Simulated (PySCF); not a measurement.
A structure optimised at PBE-D3(BJ)/def2-SVP, used in a PySCF frequency run:

```
O
C 1 1.3692
O 2 1.2283 1 123.70
C 1 1.4409 2 115.85 3 0.59
H 4 1.1078 1 104.71 2 -155.65
H 4 1.1098 5 109.25 1 -116.48
C 2 1.4524 3 124.95 1 -179.81
H 7 1.0981 2 118.08 3 0.58
H 7 1.0991 8 120.89 2 179.78
C 4 1.5216 5 111.48 6 -122.51
H 10 1.1072 4 110.53 5 177.77
H 10 1.1083 11 108.91 4 -122.19
H 10 1.1088 11 108.08 12 -117.39
```
Charge 0, spin multiplicity 2.

**Question.** Write its SMILES and formula.

**Answer.** [CH2]C(=O)OCC, C4H7O2

**Question.** What are its rotational constants (standard atomic weights)?

**Answer.** 7.4923, 2.4093, 2.0993 GHz
